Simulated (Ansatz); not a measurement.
Reaction (formal exchange of groups at a B–C bond): `CB(F)C=O` + `FC#[C][AlH2]` → `C[B](F)[AlH2]` + `O=CC#CF`

Calculated with Ansatz (gas phase, PBE0-D4/def2-TZVP geometries, no zero-point term in ΔE). CBS: MP2 limit from def2 TZ/QZ plus the TZ coupled-cluster correction, frozen cores. Functionals use def2-TZVPP. Each species was taken in one conformer, which may not be the lowest.

`CB(F)C=O`:

```xyz
9

C    -1.005    0.736   -0.137
B    -0.070   -0.337    0.479
F    -0.391   -0.983    1.584
C     1.356   -0.726   -0.177
O     2.060   -1.598    0.270
H    -1.971    0.816    0.362
H    -1.164    0.546   -1.205
H    -0.509    1.714   -0.093
H     1.694   -0.167   -1.082
```

`FC#[C][AlH2]`:

```xyz
6

F     1.997   -2.269   -0.501
C     1.171   -1.331   -0.292
C     0.383   -0.436   -0.092
Al   -0.852    0.969    0.213
H    -0.342    2.462    0.144
H    -2.357    0.605    0.528
```

`C[B](F)[AlH2]`:

Z-matrix (Å, degrees):
```
C
B 1 1.563
H 1 1.099 2 108.3
H 1 1.095 2 111.9 3 115.8
H 1 1.093 2 113.5 3 -120.0
F 2 1.340 1 116.9 3 109.7
Al 2 2.168 1 126.1 3 -69.1
H 7 1.594 2 121.3 1 -91.3
H 7 1.594 2 121.5 1 87.5
```

`O=CC#CF`:

```xyz
6

O     0.799    1.468   -1.245
C     0.319    1.076   -0.215
C    -0.074   -0.291    0.025
C    -0.416   -1.411    0.276
F    -0.769   -2.599    0.520
H     0.140    1.757    0.638
```

| level | ΔE (kcal/mol) |
| --- | --- |
| PBE-D4 | 21.5 |
| PBE0 | 23.6 |
| CCSD(T)/def2-SVP | 27.2 |
| CCSD(T)/def2-TZVPP | 28.2 |

Task: What does CCSD(T)/CBS give? (An estimate is asked.)

Result: Computed: +28.2 kcal/mol. The listed levels differ from it by -6.7, -4.6, -1.0, 0.0 kcal/mol.

Largest T1 diagnostic among the species: 0.015.

From BLYP to BHLYP (50 % exact exchange), in def2-TZVPP and without D4, ΔE moves by +3.9 kcal/mol. At CCSD(T), def2-SVP lies −1.0 kcal/mol from the extrapolated value and def2-TZVPP −0.0 kcal/mol. In def2-TZVPP, CCSD(T) changes the Hartree–Fock value by −2.1 kcal/mol (the triples alone add −0.4 kcal/mol) and MP2 by −1.2 kcal/mol.
